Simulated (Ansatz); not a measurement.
BSiH4ClF2, singlet: a trajectory.

in.yaml

```yaml
crystal:
  periodic: [false, false, false]
  atoms:
    - {symbol: B, position_ang: [-2.127580, 0.093265, -0.104039]}
    - {symbol: Cl, position_ang: [0.669428, 1.442976, -0.569328]}
    - {symbol: F, position_ang: [-1.507457, -0.869558, 0.550056]}
    - {symbol: F, position_ang: [-2.368655, -0.092961, -1.381641]}
    - {symbol: Si, position_ang: [1.771929, -0.150041, 0.144087]}
    - {symbol: H, position_ang: [-2.504447, 1.070963, 0.460337]}
    - {symbol: H, position_ang: [3.201841, 0.178603, -0.053355]}
    - {symbol: H, position_ang: [1.466434, -0.318317, 1.581185]}
    - {symbol: H, position_ang: [1.398507, -1.354929, -0.627303]}
basis:
  gaussian: {orbitals: def2-SVP}
hamiltonian: {xc: pbe0, dispersion: d4}
md: {n_steps: 30, timestep: 0.75, temperature: 1000, ensemble: nvt, seed: 635, initial_velocities: maxwell_boltzmann}
```

Launched with

```bash
ansatz run in.yaml --threads 4 --pin off --events-out ev --progress --plain --max-ram 9574MiB
```

The run's output (Ansatz 0.2.0):

```
Error: YAML parse error: error: line 16 column 64: unknown variant `nvt`, expected one of nve, nve_milne, nvt_langevin, nvt_nose_hoover, npt_langevin
  --> <input>:16:64
   |
14 |   gaussian: {orbitals: def2-SVP}
15 | hamiltonian: {xc: pbe0, dispersion: d4}
16 | md: {n_steps: 30, timestep: 0.75, temperature: 1000, ensemble: nvt, seed: 635, initial_velocities: maxwell_boltzmann}
   |                                                                ^ unknown variant `nvt`, expected one of nve, nve_milne, nvt_langevin, nvt_nose_hoover, npt_langevin
```

Hardware: 4 CPU threads of an Intel Xeon, shared host. Wall time about 0.05 s.


The program refused the input. The ensemble's name is not one that the program knows.